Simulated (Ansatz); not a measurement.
`O[SiH]1[SiH2][SiH2]1`, charge 0, multiplicity 1.

Task: Give a relaxed structure at PBE0-D4/def2-TZVP (the Gaussian-basis code of Ansatz). (Estimate.)

Result: Ansatz gave: 
Cartesian coordinates in Å:
```
O 0.8923 0.5797 2.1599
Si 0.8548 0.3852 0.5239
Si -0.0273 -1.4757 -0.5223
Si -1.0004 0.6456 -0.8521
H 0.6521 1.4444 2.4979
H 2.0841 0.8674 -0.1637
H -0.9347 -2.3599 0.2523
H 0.7549 -2.2152 -1.5450
H -0.9247 1.4237 -2.1152
H -2.3512 0.7047 -0.2356
```
This is one stationary point; other conformers may exist.
